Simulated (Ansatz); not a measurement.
Cost and result for the atomization energy of F2H4O2Si2, SMILES `O[Si](O)(F)[SiH2]F` (10 atoms, 9 bonds).

Cartesian coordinates in Å:
```
O 1.8565 0.0671 -0.4206
Si 0.2907 0.5040 -0.5314
O -0.0181 1.9674 0.1256
F -0.1188 0.6927 -2.0585
Si -0.9678 -1.2262 0.4250
F -0.8719 -1.0506 2.0226
H 2.5369 0.6611 -0.7458
H 0.1477 2.0842 1.0625
H -0.4558 -2.5747 0.0764
H -2.3995 -1.1250 0.0441
```

The species carries charge 0 and has multiplicity 1. The geometry is a stationary point of PBE0-D4/def2-TZVP. It is one conformer, not always the lowest. Program: Ansatz. All runs use 4 threads of a server CPU on a shared host. Times are those of one run each, without the atoms' runs, and a repeat can differ threefold. Electronic energies, without spin–orbit coupling; frozen cores. CCSD(T)/CBS adds CCSD(T) − MP2 in def2-TZVPP to the MP2 limit, and its time is that of the two runs behind it. T1 = 0.012. B3LYP takes the VWN-RPA correlation (the form of Gaussian; ORCA's B3LYP/G).

CCSD(T)/CBS is a level of theory with its own doubt, some kJ/mol a heavy atom from the limit and from the frozen cores, so smaller differences don't rank the functionals.

```tsv
level	functions	wall time
PBE-D4/def2-TZVPP (with forces)	264	4.4 s
PBE0-D4/def2-TZVPP	264	6 s
r2SCAN-D4/def2-TZVPP (with forces)	264	9 s
B3LYP-D4/def2-TZVPP (with forces)	264	9 s
B2PLYP/def2-TZVPP	264	10 s
ωB97X-V/def2-TZVPP	264	14 s
ωB97M-V/def2-TZVPP (with forces)	264	20 s
MP2/def2-QZVPP	488	38 s
CCSD(T)/def2-TZVPP	264	7.7 min
CCSD(T)/CBS(def2)	–	8.3 min
```

**Question.** What atomization energy does each give, and how far from CCSD(T)/CBS? (Best estimate.)

**Answer.** Ansatz gave: 
```
                             level  atomization (kJ/mol)  difference from CCSD(T)/CBS  per bond
   PBE-D4/def2-TZVPP (with forces)                3930.5                         -3.1      -0.3
                PBE0-D4/def2-TZVPP                3838.9                        -94.7     -10.5
r2SCAN-D4/def2-TZVPP (with forces)                3905.1                        -28.5      -3.2
 B3LYP-D4/def2-TZVPP (with forces)                3872.8                        -60.8      -6.8
                 B2PLYP/def2-TZVPP                3854.6                        -79.0      -8.8
                ωB97X-V/def2-TZVPP                3916.4                        -17.2      -1.9
  ωB97M-V/def2-TZVPP (with forces)                3906.8                        -26.8      -3.0
                    MP2/def2-QZVPP                4004.4                         70.8       7.9
                CCSD(T)/def2-TZVPP                3802.1                       -131.5     -14.6
                 CCSD(T)/CBS(def2)                3933.6                          0.0       0.0
```

In def2-TZVPP, CCSD(T) changes the Hartree–Fock value by +976.4 kJ/mol (the triples alone add +57.5 kJ/mol) and MP2 by +1098.4 kJ/mol; breaking electron pairs costs correlation energy, which Hartree–Fock lacks. The D4 term adds +36.4 kJ/mol with B3LYP and +19.1 kJ/mol with PBE0; it sums over pairs of atoms, weighted by their polarisabilities, and B3LYP, whose exchange is more repulsive, gets the larger term. From PBE to PBE0 (25 % exact exchange), in def2-TZVPP and without D4, the atomization energy moves by −88.2 kJ/mol: exact exchange takes away binding that semilocal exchange gives to molecules.
